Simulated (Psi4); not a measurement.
C3H5O, doublet (typed; the unrestricted solution is spin-contaminated), geometry from GFN2-xTB; MP2/6-31G* in Psi4.

Psi4 was given this input:
```
memory 2 GB

molecule {
0 2
  C     0.86122322   -1.13535914    0.29492985
  C     0.09798036   -0.11748608    0.03266726
  C    -1.35838595   -0.21495342   -0.31297309
  O     0.52682308    1.20205721    0.03648412
  H     1.86182228   -1.37808805    0.55590500
  H    -1.68024337   -1.25095872   -0.31237308
  H    -1.93910884    0.35134192    0.41227830
  H    -1.52511972    0.22173818   -1.29553065
  H     1.46315923    1.24630078    0.26010331
}

set basis 6-31g*
set reference uhf
set freeze_core true
set mp2_type conv
set scf_type pk
set puream true
set d_convergence 1e-8

energy('mp2')
print_variables()
```

It wrote (shortened):

```
   => Loading Basis Set <=

    Name: 6-31G*
    Role: ORBITAL
    Keyword: BASIS

         ---------------------------------------------------------
                                   SCF
               by Justin Turney, Rob Parrish, Andy Simmonett
                          and Daniel G. A. Smith
                              UHF Reference
         ---------------------------------------------------------

  ==> Geometry <==

    Molecular point group: c1
    Full point group: C1

    Geometry (in Angstrom), charge = 0, multiplicity = 2:

       Center              X                  Y                   Z               Mass
    ------------   -----------------  -----------------  -----------------  -----------------
         C            0.829617993367    -1.149337059382     0.288329213089    12.000000000000
         C            0.066375133367    -0.131463999382     0.026066623089    12.000000000000
         C           -1.389991176633    -0.228931339382    -0.319573726911    12.000000000000
         O            0.495217853367     1.188079290618     0.029883483089    15.994914619570
         H            1.830217053367    -1.392065969382     0.549304363089     1.007825032230
         H           -1.711848596633    -1.264936639382    -0.318973716911     1.007825032230
         H           -1.970714066633     0.337364000618     0.405677663089     1.007825032230
         H           -1.556724946633     0.207760260618    -1.302131286911     1.007825032230
         H            1.431554003367     1.232322860618     0.253502673089     1.007825032230

  Running in c1 symmetry.

  Rotational constants: A =      0.36572  B =      0.30789  C =      0.17251 [cm^-1]
  Rotational constants: A =  10964.15830  B =   9230.19509  C =   5171.84031 [MHz]
  Nuclear repulsion =  112.619943415986981

  Charge       = 0
  Multiplicity = 2
  Electrons    = 31
  Nalpha       = 16
  Nbeta        = 15

  ==> Algorithm <==

  SCF Algorithm Type is PK.
  DIIS enabled.
  MOM disabled.
  Fractional occupation disabled.
  Guess Type is SAD.
  Energy threshold   = 1.00e-08
  Density threshold  = 1.00e-08
  Integral threshold = 1.00e-12

  ==> Primary Basis <==

  Basis Set: 6-31G*
    Blend: 6-31G*
    Number of shells: 34
    Number of basis functions: 66
    Number of Cartesian functions: 70
    Spherical Harmonics?: true
    Max angular momentum: 2

  ==> Integral Setup <==

  Using in-core PK algorithm.
   Calculation information:
      Number of atoms:                   9
      Number of AO shells:              34
      Number of primitives:             80
      Number of atomic orbitals:        70
      Number of basis functions:        66

      Integral cutoff                 1.00e-12
      Number of threads:                 1

  Performing in-core PK
  Using 4890732 doubles for integral storage.
  We computed 173740 shell quartets total.
  Whereas there are 177310 unique shell quartets.

  ==> DiskJK: Disk-Based J/K Matrices <==

    J tasked:                  Yes
    K tasked:                  Yes
    wK tasked:                  No
    Schwarz Cutoff:          1E-12

  Minimum eigenvalue in the overlap matrix is 3.3763266107E-03.
  Reciprocal condition number of the overlap matrix is 6.9798214675E-04.
    Using symmetric orthogonalization.

  ==> Pre-Iterations <==

  SCF Guess: Superposition of Atomic Densities via on-the-fly atomic UHF (no occupation information).

   -------------------------
    Irrep   Nso     Nmo
   -------------------------
     A         66      66
   -------------------------
    Total      66      66
   -------------------------

  ==> Iterations <==

                        Total Energy        Delta E     RMS |[F,P]|

   @UHF iter SAD:  -190.33983630768250   -1.90340e+02   0.00000e+00
   @UHF iter   1:  -191.17594826513078   -8.36112e-01   5.96549e-03 ADIIS/DIIS
   @UHF iter   2:  -191.26174899967623   -8.58007e-02   2.54778e-03 ADIIS/DIIS
   @UHF iter   3:  -191.27493520343398   -1.31862e-02   8.05953e-04 ADIIS/DIIS
[...]
  @UHF Final Energy:  -191.28096760605388
    Total Energy =                       -191.2809676060538777
  DIE_IF_NOT_CONVERGED          => (empty)
[...]
  ORTH_TYPE                     => (empty)
  OS_SCALE                      => (empty)
  PARENT_SYMMETRY               => (empty)
  PCG_BETA_TYPE                 => (empty)
  PCG_CONVERGENCE               => (empty)
  PCG_MAXITER                   => (empty)
  PCM                           => (empty)
  PE                            => (empty)
  PRINT                         => (empty)
  PRINT_NOONS                   => (empty)
  PROPERTIES                    => (empty)
  PROPERTIES_ORIGIN             => (empty)
  PUREAM                        => TRUE            !
  QC_MODULE                     => (empty)
  RAS1                          => (empty)
  RAS2                          => (empty)
  RAS3                          => (empty)
  RAS4                          => (empty)
  RELATIVISTIC                  => (empty)
  RELAXED                       => (empty)
  REMP_A                        => (empty)
  RESTRICTED_DOCC               => (empty)
  RESTRICTED_UOCC               => (empty)
  RMS_MOGRAD_CONVERGENCE        => (empty)
  R_CONVERGENCE                 => (empty)
  SCF_TYPE                      => PK              !
  SCREENING                     => (empty)
  SCS_TYPE                      => (empty)
  SOCC                          => (empty)
  SOS_TYPE                      => (empty)
  SPIN_SCALE_TYPE               => NONE            !
  SS_SCALE                      => (empty)
  SYMMETRIZE                    => (empty)
  TPDM_ABCD_TYPE                => (empty)
  WFN                           => (empty)
  WFN_TYPE                      => OMP2            !
  WRITER_FILE_LABEL             => (empty)
  ZORA_BASIS_TOLERANCE          => (empty)
  ZORA_NR_DEBUG                 => (empty)
  ZORA_PRUNING_SCHEME           => (empty)
  ZORA_RADIAL_POINTS            => (empty)
  ZORA_SPHERICAL_POINTS         => (empty)

 ==============================================================================
 ==============================================================================
 ==============================================================================

                             MP2
                    Program Written by Ugur Bozkaya,
              Additional Contributions by J. P. Misiewicz

 ==============================================================================
 ==============================================================================
 ==============================================================================

	MO spaces per irreps...

	IRREP   FC   AOCC  BOCC  AVIR    BVIR  FV
	==========================================
	   A     4    12    11    50     51     0
	==========================================

	Computing MP2 energy using SCF MOs (Canonical MP2)...
	==============================================================================
	Nuclear Repulsion Energy (a.u.)    :   112.61994341598698
	SCF Energy (a.u.)                  :  -191.28096760605388
	REF Energy (a.u.)                  :  -191.28096760605388
	Alpha-Alpha Contribution (a.u.)    :    -0.07142070527992
	Alpha-Beta Contribution (a.u.)     :    -0.38691691751840
	Beta-Beta Contribution (a.u.)      :    -0.06217764759195
	Scaled_SS Correlation Energy (a.u.):    -0.04453278429062
	Scaled_OS Correlation Energy (a.u.):    -0.46430030102208
	SCS-MP2 Total Energy (a.u.)        :  -191.78980069136657
	SOS-MP2 Total Energy (a.u.)        :  -191.78395959882781
	SCSN-MP2 Total Energy (a.u.)       :  -191.51610070710836
	SCS-MP2-VDW Total Energy (a.u.)    :  -191.84302043691338
	SOS-PI-MP2 Total Energy (a.u.)     :  -191.82265129057964
	MP2 Correlation Energy (a.u.)      :    -0.52051527039027
	MP2 Total Energy (a.u.)            :  -191.80148287644414
	==============================================================================

  Variable Map:
  ----------------------------------------------------------------------------
[...]
  Array Variable Map:
  ----------------------------------------------------------------------------
[...]
[...]
```
